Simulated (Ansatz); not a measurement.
Computed with Ansatz on PBE0-D4/def2-TZVP structures; ΔE is electronic, products minus reactants. CBS: MP2 limit from def2 TZ/QZ plus the TZ coupled-cluster correction, frozen cores. This one scheme is used for every species. DFT in def2-TZVPP. B3LYP here is the variant with VWN-RPA as its local correlation; programs differ in this. One conformer a species, not always the lowest.

Reaction (substitution at a C–O bond): `OCB[SiH3]` + `[SiH3]S` → `[SiH3]BCS[SiH3]` + H₂O

CCSD(T)/CBS gives -12.2 kcal/mol.

Task: Another level gave -10.4 kcal/mol. Which?
A. PBE0/def2-TZVPP
B. PBE-D4/def2-TZVPP
C. B3LYP/def2-TZVPP
D. MP2/def2-TZVPP

Result: B. PBE-D4 -10.4, MP2/def2-TZVPP -13.1, PBE0 -8.9, B3LYP -6.7 kcal/mol.

Largest T1 diagnostic among the species: 0.012.

In def2-TZVPP, CCSD(T) changes the Hartree–Fock value by −5.1 kcal/mol (the triples alone add −1.0 kcal/mol) and MP2 by −7.6 kcal/mol. The D4 term adds −3.2 kcal/mol with B3LYP and −1.8 kcal/mol with PBE0; it sums over pairs of atoms, weighted by their polarisabilities, and B3LYP, whose exchange is more repulsive, gets the larger term.
